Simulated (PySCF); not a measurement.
Identify the unknown among the candidates.

All candidates are C7H9N.

| technique | computed result |
| --- | --- |
| Rotational structure | rotational constants A, B, C: 4.724, 1.899, 1.703 GHz [GFN2-xTB] |
| NMR, other nuclei | isotropic shieldings of nuclei other than C and H, by class: -150 (1 N) ppm [GIAO PBE0/pcSseg-1] |
| 13C NMR | chemical shifts (computed TMS as zero) by class: 153.3 (1 C), 71.8 (1 C), 40.8 (2 C), 40.4 (1 C), 16.2 (2 C) ppm [GIAO PBE0/pcSseg-1] |
| 1H NMR | chemical shifts (computed TMS as zero) by class: 7.51 (1 H), 7.32 (1 H), 3.33 (1 H), 2.57 (2 H), 1.91 (2 H), 1.71 (2 H) ppm [GIAO PBE0/pcSseg-1] |
| Dipole | 1.26 D [PBE0/pcSseg-1] |

Electronic properties: PySCF, gas phase, density fitting. Levels stand in brackets. Isolated species at its GFN2-xTB geometry (one conformer only). NMR classes are plain means over equivalent atoms (diastereotopic ones count apart unless rotation or inversion swaps them), as if these changed places fast.

Problem. Which candidate is it?
A. `C=N[C@]12C[C@@H]3[C@H](C1)[C@@H]32`
B. `N#CC=C1CCCC1`
C. `CC/N=C/C=C1C=C1`

Solution. A. It is `C=N[C@]12C[C@@H]3[C@H](C1)[C@@H]32`. Numbering: `[CH2:1]=[N:2][C@:3]12[CH2:4][C@@H:5]3[C@H:6]([CH2:7]1)[C@H:8]23`. Its formula, C7H9N, gives 4 degrees of unsaturation: 3 rings and 1 π bond in the structure found. 7 carbons fall into 5 classes; from least to most shielded: imine carbon [C1] (153.3 ppm), ring sp3 carbon bound to nitrogen [C3] (71.8 ppm), four-membered-ring carbon [C4/C7] (40.8 ppm, 2 C, up to 6.1 ppm apart in this geometry), sp3 carbon at a ring junction [C8] (40.4 ppm), sp3 carbon at a ring junction [C5/C6] (16.2 ppm, 2 C). Hydrogen classes from least to most shielded: 1 H on an imine carbon, C1 (7.51 ppm), 1 H on an imine carbon, C1 (7.32 ppm), 1 H on an sp3 carbon at a ring junction, C8 (3.33 ppm), 2 H on 2 four-membered-ring carbons, C4/C7 (2.57 ppm, a mean of values up to 0.5 ppm apart in this geometry), 2 H on 2 four-membered-ring carbons, C4/C7 (1.91 ppm), 2 H on 2 like atoms (sp3 carbon at a ring junction), C5/C6 (1.71 ppm). The other shieldings belong to: -150 ppm, imine nitrogen [N2]. The optimised geometry has point group C1 and is an asymmetric top.

The others, at the same levels:
- `N#CC=C1CCCC1` fails: it has 7 carbon classes against 5; its computed 13C shifts are 183.4 (1 C), 121.9 (1 C), 97.5 (1 C), 38.2 (1 C), 37.8 (1 C), 30.5 (1 C), 30.0 (1 C) ppm, 1H shifts are 5.38 (1 H), 2.78 (2 H), 2.59 (2 H), 1.83 (2 H), 1.82 (2 H) ppm and rotational constant A is 5.456 GHz (against 4.724 GHz).
- `CC/N=C/C=C1C=C1` fails: it has 7 carbon classes against 5; its computed 13C shifts are 164.9 (1 C), 145.5 (1 C), 145.2 (1 C), 128.0 (1 C), 93.5 (1 C), 52.2 (1 C), 20.5 (1 C) ppm, 1H shifts are 8.59 (1 H), 8.45 (1 H), 8.31 (1 H), 5.73 (1 H), 3.45 (2 H), 1.39 (3 H) ppm and rotational constant A is 12.439 GHz (against 4.724 GHz).

Each candidate is one conformer, not necessarily the lowest. The conformers computed, where there is a choice (atom-mapped SMILES and torsion angles):
- `[CH2:1]=[N:2][C@:3]12[CH2:4][C@@H:5]3[C@H:6]([CH2:7]1)[C@H:8]23`: C1–N2–C3–C4 14°
- `[CH3:1][CH2:2]/[N:3]=[CH:4]/[CH:5]=[C:6]1[CH:7]=[CH:8]1`: C1–C2–N3–C4 180°, N3–C4–C5–C6 180°

The conformers of `N#CC=C1CCCC1` aren't listed.
